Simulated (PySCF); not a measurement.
C₅H₁₀FPSi.
Atom-mapped SMILES: `[CH3:1][P:2]1[CH2:3][CH2:4][C:5]([F:6])=[C:7]1[SiH3:8]`

Cartesian coordinates in Å at the GFN2-xTB level; atoms count from 1:
```xyz
18
C5H10FPSi angstrom
C     -0.2684    2.0807   -0.2917
P     -0.2063    0.8486    1.0979
C     -1.7961   -0.0878    0.7397
C     -1.5156   -1.1271   -0.3451
C     -0.0285   -1.2775   -0.4098
F      0.4237   -2.3126   -1.1541
C      0.7741   -0.4260    0.2153
Si     2.6544   -0.4619    0.2636
H     -0.9980    2.8502   -0.0445
H      0.7100    2.5476   -0.3862
H     -0.5346    1.6055   -1.2342
H     -2.5899    0.6081    0.4659
H     -2.0924   -0.5799    1.6692
H     -1.8869   -0.8058   -1.3233
H     -1.9833   -2.0887   -0.1204
H      3.0582   -0.8524    1.6157
H      3.1400   -1.4078   -0.7375
H      3.1309    0.8932   -0.0321
```

Probes without a nucleus sit at each ring's centroid and 1 Å off its mean plane on both sides; NICS is minus the shielding there, NICSzz its component along the normal. Level: GIAO PBE0/pcSseg-1 (PySCF, non-relativistic, gas phase) on the GFN2-xTB geometry, one conformer.

Ring bond lengths (Å), with Mayer bond orders in brackets: P2–C3 1.880 (0.95), C3–C4 1.528 (1.00), C4–C5 1.496 (1.05), C5–C7 1.327 (1.79), C7–P2 1.834 (0.92).

Give the NICS values of each ring in ppm.

```csv
ring,type,NICS(0),"NICS(1), two faces","NICS(1)zz, two faces",rms pucker (Å),"centre to ring atoms, mean (Å)"
P2–C3–C4–C5–C7,"5-membered ring with P; formal bonds 1 double, 4 single",-3.6,-3.6 / -1.9,-2.7 / -0.6,0.08,1.36
```

What do they say, and how far can they be read as aromaticity?

- P2–C3–C4–C5–C7: mean NICS(1)zz -1.6 ppm, near zero. C3, C4 have four or more neighbours, and the NICS criterion for π rings isn't applied.

What are the shieldings of the ring atoms and their hydrogens in the same run (means over atoms taken as equivalent)?

```tsv
atoms	environment	σ isotropic (ppm)
P2	phosphine phosphorus	335.5
C3	sp3 carbon bound to phosphorus	163.5
C4	allylic carbon	152.2
C5	vinylic C–F carbon	4.5
C7	fully substituted alkene carbon	75.7
H12 (×2)	methylene hydrogen	29.91
H14 (×2)	methylene hydrogen	28.78
```
